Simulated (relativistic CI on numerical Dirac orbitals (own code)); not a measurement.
## Slater and spin-orbit integrals, Hf LXVIII

These numbers are calculated, not measured: Dirac-Coulomb-Breit CI, orbitals from a KLI potential per configuration, model QED, unscaled Slater integrals (own radial code, finite nucleus).

Slater integrals F^k, G^k are unscaled and averaged over j, outside the closed core 1s2; ζ comes from projecting the Hamiltonian with its Breit term on Σ l·s of the shell.

- 2s2 2p: ζ(2p) = 6.9678e+06 cm⁻¹; <r>(2p) = 0.06767, <r^2>(2p) = 0.005579 (bohr units).
- 2s 2p2: F^2(2p,2p) = 1.3884e+06, G^1(2s,2p) = 1.4867e+06, ζ(2p) = 6.9509e+06 cm⁻¹; <r>(2s) = 0.07662, <r^2>(2s) = 0.006971, <r>(2p) = 0.06771, <r^2>(2p) = 0.005585 (bohr units).
- 2p3: F^2(2p,2p) = 1.3868e+06, ζ(2p) = 6.9343e+06 cm⁻¹; <r>(2p) = 0.06779, <r^2>(2p) = 0.005598 (bohr units).

Averages of the first 10 configurations, taken without configuration mixing, which lowers the lowest level and can move excited configurations by several eV; other configurations of the list can lie among them:

```csv
Configuration,Parity,States,Average energy above the lowest level (eV)
2s2 2p,odd,6,868.0
2s 2p2,even,30,1969.3
2p3,odd,20,3131.9
2p2 3s,even,30,12171.8
2p2 3p,odd,90,12499.6
2p2 3d,even,150,12744.9
2s2 3s,even,2,9981.5
2s2 3p,odd,6,10320.8
2s2 3d,even,10,10565.9
2s 2p 3s,odd,24,11045.8
```
